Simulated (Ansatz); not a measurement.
BH7OSSi2 (`BO[SiH2]S[SiH3]`). Total charge 0; spin multiplicity 1.

| atom | x (Å) | y (Å) | z (Å) |
| --- | --- | --- | --- |
| B1 | -1.974 | 0.261 | 1.020 |
| O2 | -1.421 | -0.905 | 0.633 |
| Si3 | 0.090 | -1.486 | 0.319 |
| S4 | 1.646 | -0.111 | 0.766 |
| Si5 | 1.454 | 1.093 | -0.997 |
| H6 | -3.166 | 0.301 | 1.133 |
| H7 | -1.281 | 1.218 | 1.239 |
| H8 | 0.113 | -1.840 | -1.119 |
| H9 | 0.299 | -2.665 | 1.185 |
| H10 | 2.234 | 0.508 | -2.116 |
| H11 | 1.979 | 2.438 | -0.663 |
| H12 | 0.028 | 1.187 | -1.399 |

(1) Give the diagnostics of a CCSD(T)/def2-TZVPP run (frozen core, the Gaussian-basis code of Ansatz). (Best estimate.)

Results:

(1) Ansatz gave: T1 = 0.0129, largest single amplitude 0.019, largest double 0.016, (T) share of the correlation energy 3.8 %, 10 CCSD cycles. The RHF solution is stable towards an unrestricted one. T1 lies under the customary mark of 0.02 for closed shells.
